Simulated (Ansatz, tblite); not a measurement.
Spin states of SiB3 (the lowest doublet isomer of a short search), each relaxed with r2SCAN-D4/def2-TZVP in Ansatz. Electronic energies in the gas phase.

The xTB rows come from tblite. LC-ωPBE has ω = 0.4 bohr⁻¹. The structure comes from a short search, and lower isomers may exist.

Doublet geometry (C2v within 0.1 Å):

Cartesian coordinates in Å:
```
B -0.4674 0.7848 -0.3399
B 0.3348 0.8152 0.9713
B 0.5274 -0.6395 0.5126
Si -0.3948 -0.9604 -1.1439
```

Quartet geometry (C2v within 0.1 Å):

| atom | x (Å) | y (Å) | z (Å) |
| --- | --- | --- | --- |
| B1 | -0.327 | -0.746 | 0.073 |
| B2 | -0.141 | -0.254 | -1.495 |
| B3 | 0.311 | 0.719 | -0.235 |
| Si4 | 0.156 | 0.281 | 1.656 |

⟨S²⟩: doublet 0.78 at PBE0-D4/def2-TZVP (pure 0.75), quartet 3.77 at PBE0-D4/def2-TZVP (pure 3.75).

Run but left out: HF/STO-3G, MP2/def2-TZVP, MP2/def2-TZVPP (doublet: ⟨S²⟩ 0.93 to 1.64, where a pure state has 0.75); HF/def2-TZVP, HF/def2-TZVPP (doublet: a determinant that CCSD turns far, T1 0.064).

Only these spin states were relaxed.

Estimate which spin state lies lowest at each of these levels, and by how much: GFN2-xTB; LDA (SPW92)/def2-TZVP; PBE-D4/def2-TZVP; r2SCAN-D4/def2-TZVP; PBE0-D4/def2-TZVP; BHLYP-D4/def2-TZVP; LC-ωPBE/def2-TZVP; ωB97X-V/def2-TZVP.


```json
{"level": "GFN2-xTB", "quartet − doublet (kJ/mol)": "211.4", "lowest of these": "doublet", "remarks": "–"}
{"level": "LDA (SPW92)/def2-TZVP", "quartet − doublet (kJ/mol)": "113.8", "lowest of these": "doublet", "remarks": "–"}
{"level": "PBE-D4/def2-TZVP", "quartet − doublet (kJ/mol)": "99.5", "lowest of these": "doublet", "remarks": "–"}
{"level": "r2SCAN-D4/def2-TZVP", "quartet − doublet (kJ/mol)": "80.1", "lowest of these": "doublet", "remarks": "spin-contaminated (⟨S²⟩ 0.83) (doublet)"}
{"level": "PBE0-D4/def2-TZVP", "quartet − doublet (kJ/mol)": "89.1", "lowest of these": "doublet", "remarks": "–"}
{"level": "BHLYP-D4/def2-TZVP", "quartet − doublet (kJ/mol)": "92.1", "lowest of these": "doublet", "remarks": "–"}
{"level": "LC-ωPBE/def2-TZVP", "quartet − doublet (kJ/mol)": "80.6", "lowest of these": "doublet", "remarks": "–"}
{"level": "ωB97X-V/def2-TZVP", "quartet − doublet (kJ/mol)": "101.1", "lowest of these": "doublet", "remarks": "–"}
```

Change of the quartet − doublet gap on mixing in exact exchange, in kJ/mol: PBE to PBE0 (25 % exact exchange) -10.3. The xTB methods have no term that favours high spin, so they put low spin too low.
